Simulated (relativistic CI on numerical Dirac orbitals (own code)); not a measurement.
Line list: Forbidden lines, Nd27+

Method of calculation: Dirac-Coulomb-Breit CI, KLI orbitals optimised for each configuration, model QED (radiative potential, 1s self-energy scaled to tabulated hydrogen-like ionisation energies), unscaled Slater integrals (own radial code, finite nucleus).

Configurations in the expansion (outside the closed core [Ar] 3d10): 4s²4p³, 4s4p⁴, 4s²4p²4d, 4p⁵, 4s4p³4d, 4s²4p²4f, 4s4p³4f, 4p⁴4d, 4s4p²4d², 4s²4p4d4f, 4p⁴4f, 4s²4p²5s, 4p³4d4f, 4p⁴5s, 4s²4p²5p, 4s4p²4f², 4s4p²4d5s, 4s4p³5s, 4s²4p4f5s, 4s²4p²5d, 4s4p³5p, 4s²4p²5f, 4s²4p²5g, 4s4p³5d, 4p³4f5s, 4s²4p²6s, 4s4p³5f, 4s²4p4d², 4s²4d³, 4s4p4d³, 4s²4d²4f, 4s4p4d²4f, 4s²4d²5s, 4p³4d², 4p²4d³, 4p²4d²4f, 4p²4d²5s, 4s²4p4f², 4s²4d4f², 4s4p4d4f², 4s²4f³, 4s4p4f³, 4s²4f²5s, 4p³4f², 4p²4d4f², 4p²4f³, 4p²4f²5s, 4s4p²4d4f, 4s4p4d4f5s, 4s²4p4d5s, 4s4p4d²5s, 4s²4d4f5s, 4s²4d5s², 4p³4d5s, 4p²4d4f5s, 4p²4d5s², 4s4p²4f5s, 4s4p4f²5s, 4s4p4f5s², 4s²4p5s², 4s4p4d5s², 4s²4f5s². Double excitations out of closed p, d and f shells are left out; levels of such configurations are missing from the list, as are those of other unlisted configurations, and high levels can miss mixing partners. These lack a partner that the ground configuration has and come out too high: 4s²4p²5p, 4s²4p²5d, 4s4p³5p, 4s²4p²5f, 4s²4p²5g.

| λ vac (nm) | Lower | Upper | Type | A (s⁻¹) | log gf |
| --- | --- | --- | --- | --- | --- |
| 11.148 | 4s²4p³ ²D°5/2 [3] | 4s²4p²4d ²G9/2 [20] | M2 | 1.47e+03 | -7.56 |
| 15.344 | 4s4p⁴ ⁴P5/2 [6] | 4s²4p²4d ⁴F9/2 [32] | E2 | 6.04e+03 | -6.67 |
| 23.637 | 4s4p⁴ ⁴P5/2 [6] | 4s²4p²4d ²G9/2 [20] | E2 | 6.35e+02 | -7.27 |
| 35.025 | 4s²4p³ ⁴S°3/2 [2] | 4s²4p³ ²P°3/2 [5] | M1 | 3.38e+05 | -4.60 |
| 35.301 | 4s²4p²4d ⁴F7/2 [16] | 4s²4p²4d ⁴F9/2 [32] | M1 | 1.65e+04 | -5.51 |
| 35.551 | 4s²4p³ ²P°3/2 [1] | 4s²4p³ ²P°1/2 [4] | E2 | 3.71e+03 | -6.85 |
| 35.551 | 4s²4p³ ²P°3/2 [1] | 4s²4p³ ²P°1/2 [4] | M1 | 1.67e+05 | -5.20 |
| 38.148 | 4s²4p²4d ⁴D7/2 [18] | 4s²4p²4d ⁴F9/2 [32] | M1 | 7.99e+04 | -4.76 |
| 39.505 | 4s²4p³ ²D°5/2 [3] | 4s²4p³ ²P°3/2 [5] | M1 | 7.46e+04 | -5.16 |
| 41.605 | 4s²4p³ ²P°3/2 [1] | 4s²4p³ ²D°5/2 [3] | E2 | 2.44e+03 | -6.42 |
| 41.605 | 4s²4p³ ²P°3/2 [1] | 4s²4p³ ²D°5/2 [3] | M1 | 3.53e+04 | -5.26 |
| 43.736 | 4s²4p²4d ²G9/2 [20] | 4s²4p²4d ⁴F9/2 [32] | M1 | 9.76e+04 | -4.55 |
| 47.124 | 4s²4p³ ²P°1/2 [4] | 4s²4p³ ²P°3/2 [5] | M1 | 4.79e+04 | -5.20 |
| 48.082 | 4s²4p³ ²P°3/2 [1] | 4s²4p³ ⁴S°3/2 [2] | M1 | 1.88e+05 | -4.58 |
| 49.936 | 4s²4p²4d ⁴F5/2 [10] | 4s²4p²4d ²G9/2 [20] | E2 | 4.75e+02 | -6.75 |
| 62.961 | 4s²4p²4d ²G7/2 [26] | 4s²4p²4d ⁴F9/2 [32] | M1 | 4.17e+04 | -4.61 |
| 183.06 | 4s²4p²4d ⁴F7/2 [16] | 4s²4p²4d ²G9/2 [20] | M1 | 2.21e+03 | -4.96 |
| 298.59 | 4s²4p²4d ⁴D7/2 [18] | 4s²4p²4d ²G9/2 [20] | M1 | 1.42e+02 | -5.72 |

Terms are leading LS components. Brackets give the number of a level in order of energy, since labels repeat. The list gives strong lines, with weight on those to low levels, among the lowest 400 of 11824 levels, so that lines to higher ones, which can be the strongest, are missing. Levels whose partners in the same complex of configurations lie outside the list can be far off, and so can their lines. Rates are taken at the computed energies, electric ones in the length gauge.

At this charge energies of transitions that change n are usually good to better than 1 %, and those within a shell (Δn = 0) to a few per cent.

**Question.** From the table, what is the radiative lifetime of 4s²4p²4d ²G9/2?

**Answer.** The listed rates from this level add up to about 4.93e+03 s⁻¹, 98 % of its decay; with all channels τ = 1.99e-04 s.

LS names give the leading component of a level, which can be under half, so a name can repeat, a term be missing and a line seem to break the LS rules.
